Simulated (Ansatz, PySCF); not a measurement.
This Ansatz (a program for electronic structure) input computes a r2SCAN/def2-TZVPD energy:

Ansatz 0.2 input:
```yaml
crystal:
  periodic: [false, false, false]
  atoms:
    - {symbol: B, position_ang: [-0.47385476, -0.09623639, 0.04129655]}
    - {symbol: Cl, position_ang: [0.21204896, 1.52353839, -0.54337814]}
    - {symbol: Cl, position_ang: [0.87262152, -1.30324985, 0.44884886]}
    - {symbol: C, position_ang: [-1.86637075, -0.37904607, 0.16265464]}
    - {symbol: H, position_ang: [-2.23867303, -1.33893063, 0.50861760]}
    - {symbol: H, position_ang: [-2.63322690, 0.34948385, -0.08403041]}
basis:
  gaussian:
    orbitals: def2-TZVPD
hamiltonian:
  xc: {name: r2SCAN}
total_charge: -1
output: {forces: true}
```

Q: Write an input for the same energy in PySCF and say what it gives.

A: 
```python
from pyscf import gto, scf, dft

mol = gto.M(
    atom='''
    B    -0.47385476   -0.09623639    0.04129655
    Cl    0.21204896    1.52353839   -0.54337814
    Cl    0.87262152   -1.30324985    0.44884886
    C    -1.86637075   -0.37904607    0.16265464
    H    -2.23867303   -1.33893063    0.50861760
    H    -2.63322690    0.34948385   -0.08403041
    ''',
    basis='def2-tzvpd',
    charge=-1,
    spin=0,
    verbose=4,
)

mf = dft.RKS(mol, xc='r2scan').density_fit(auxbasis='def2-universal-jkfit')
mf.grids.level = 4
mf.conv_tol = 1e-9
mf.max_cycle = 100
mf.max_memory = 1500
mf.kernel()
if not mf.converged:
    mf = mf.newton()
    mf.kernel(mf.make_rdm1())
mf.analyze()
```
It gives -984.62976 Eh, and Ansatz -984.62976 Eh, a difference of 0.00 mEh.

It need not be the lowest isomer of its formula. Whether it binds its extra electron was not tested at this geometry.
